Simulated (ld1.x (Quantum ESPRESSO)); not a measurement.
**F: variants of one TM potential**

Base potential:

F, norm-conserving Troullier–Martins (Kleinman–Bylander form), made with ld1.x (Quantum ESPRESSO) 7.5 (LDA (PZ), scalar-relativistic). Core [He], reference 2s1 2p6. Waves: 2s (bound): rc 0.50 bohr; 2p (bound): rc 1.80 bohr; 3d channel at 0.05 Ry: rc 1.85 bohr. Local part: the d channel. Core correction: none.

Cutoffs, loose and tight: the cutoffs (Ry, on a coarse ladder) from which the occupation-weighted sum of valence levels, in a spherical-Bessel basis at the reference potential, stays within 10 and 1 mRy of its value at 400 Ry. They do not see the model core or the augmentation charge, which bear on the density cutoff. Test errors are all-electron minus pseudo excitation energies from the reference, over the configurations 2s2 2p5; 2s2 2p4; 2s2 2p3; 2s2 2p1; 2s2 2p2; 2s1 2p5; 2s2 2p5.3 (two spin-polarised tests are not counted in the largest error). A dash means not determined; rows that change the core or the reference have their own tests. The largest error is taken over the tests solved by every variant that gives reliable tests at all: 2s1 2p5; 2s2 2p2; 2s2 2p3; 2s2 2p4; 2s2 2p5; 2s2 2p5.3.

A true bound ghost makes a file unfit for plane-wave use even where its test errors are small: the radial tests pick states by their node count and pass the ghost by. Where a test does run into it, the solver fails or the error is huge.

Cutoffs are not given where the Bessel-basis levels miss the radial ones by over 6 mRy, ghosts where they miss by over 20 mRy; a channel whose overlap is not positive is not tested.

```tsv
change	outcome	cutoff, loose	cutoff, tight	bound ghosts	largest test error (meV)
base	generated	260 Ry	over 300 Ry	s	+3180
wave 2p (bound): rc 1.80 bohr becomes 2p (bound): rc 1.18 bohr	generated	–	–	s	+826
wave 2p (bound): rc 1.80 bohr becomes 2p (bound): rc 1.76 bohr	generated	260 Ry	over 300 Ry	s	+3180
wave 2p (bound): rc 1.80 bohr becomes 2p (bound): rc 1.96 bohr	generated	–	–	s	+4366
wave 2p (bound): rc 1.80 bohr becomes 2p (bound): rc 2.22 bohr	generated	–	–	s	+6308
wave 2p (bound): rc 1.80 bohr becomes 2p (bound): rc 2.42 bohr	generated	–	–	s	+7732
wave 2p (bound): rc 1.80 bohr becomes 2p (bound): rc 2.66 bohr	generated	–	–	s	+9932
```

(1) What comes out with this change to the base: wave 2p (bound): rc 1.80 bohr becomes 2p (bound): rc 1.40 bohr?

## Answers

(1) outcome: generated; cutoff, loose: 260 Ry; cutoff, tight: over 300 Ry; bound ghosts: s; largest test error (meV): +1364.

Reading the sweep of the p radius (base included, trends over the rows without a ghost): Bound ghosts are found at 1.18, 1.4, 1.76, 1.8, 1.96, 2.22, 2.42, 2.66 bohr. Every judged row has one, so this setting neither creates nor removes them.
